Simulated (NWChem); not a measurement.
# CH$_{7}$NSi$_{2}$; SMILES [SiH3]/C=N\[SiH3]

```xyz
11

Si     0.3805     1.8113    -0.2133
C     -1.0309     0.5702     0.2032
N     -0.9569    -0.6916     0.3045
Si     0.4011    -1.7832     0.1159
H      1.4632     1.7248     0.8127
H     -0.1908     3.1908    -0.2193
H      0.9573     1.5048    -1.5571
H     -2.0300     1.0306     0.3738
H      0.5560    -2.5192     1.4027
H      1.7037    -1.1148    -0.2242
H      0.0491    -2.7396    -0.9718
```
Atoms are numbered in this order, from 1.

All runs: NWChem. Structure relaxed at the PBE0/def2-SVP level. GIAO values for the isolated, static molecule; σ is the absolute isotropic shielding, δ = σ(reference) − σ with the isolated reference molecule computed at the same levels (13C: tetramethylsilane, 1H: tetramethylsilane, 15N: ammonia, 29Si: tetramethylsilane).

For level PBE0/pcSseg-1:

* **δ Si1 (ppm)**: -93.6
* **δ C2 (ppm)**: 204.9
* **δ N3 (ppm)**: 510.8
* **δ Si4 (ppm)**: -59.9
* **δ H8 (ppm)**: 10.50

Q: What are these values for level KT2/pcSseg-1?

A: 
| Quantity | Value |
|---|---|
| δ Si1 (ppm) | -97.7 |
| δ C2 (ppm) | 188.0 |
| δ N3 (ppm) | 461.9 |
| δ Si4 (ppm) | -62.0 |
| δ H8 (ppm) | 10.15 |
